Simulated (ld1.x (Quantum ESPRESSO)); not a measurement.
**An all-electron radial function and its pseudo partner (oxygen)**

Columns: radius, all-electron u(r) and pseudo u(r) of the 2p shell (level -16.28 eV) of oxygen in the configuration [He] 2s2 2p3.5; PBE, scalar-relativistic, ultrasoft scheme, ld1.x (Quantum ESPRESSO) 7.5.

| r (bohr) | all-electron | pseudo |
| --- | --- | --- |
| 0.068 | 0.0566 | 0.0129 |
| 0.135 | 0.1742 | 0.0498 |
| 0.202 | 0.3090 | 0.1083 |
| 0.270 | 0.4409 | 0.1858 |
| 0.338 | 0.5574 | 0.2764 |
| 0.405 | 0.6532 | 0.3727 |
| 0.473 | 0.7312 | 0.4716 |
| 0.540 | 0.7899 | 0.5645 |
| 0.608 | 0.8324 | 0.6493 |
| 0.675 | 0.8594 | 0.7197 |
| 0.742 | 0.8737 | 0.7745 |
| 0.810 | 0.8773 | 0.8131 |
| 0.878 | 0.8720 | 0.8348 |
| 0.945 | 0.8598 | 0.8411 |
| 1.013 | 0.8419 | 0.8345 |
| 1.080 | 0.8201 | 0.8183 |
| 1.148 | 0.7948 | 0.7949 |
| 1.215 | 0.7676 | 0.7679 |
| 1.283 | 0.7384 | 0.7384 |
| 1.350 | 0.7087 | 0.7087 |
| 1.418 | 0.6781 | 0.6781 |
| 1.485 | 0.6478 | 0.6478 |
| 1.553 | 0.6173 | 0.6173 |
| 1.620 | 0.5877 | 0.5877 |
| 1.688 | 0.5582 | 0.5582 |
| 1.755 | 0.5300 | 0.5300 |

Question: How many radial nodes do the two functions have?

Answer: The all-electron 2p function has n − l − 1 = 0; the pseudo-wave has 0.

Question: At about which radius was the pseudo-wave matched?

Answer: 1.35 bohr. The columns agree to 0.0005 from 1.15 bohr on; several derivatives are matched, so the curves merge somewhat inside the radius.

Question: Is the pseudo-wave norm-conserving?

Answer: No, it belongs to an ultrasoft set: the norm inside the radius is not constrained, and the difference is carried by the augmentation charge.
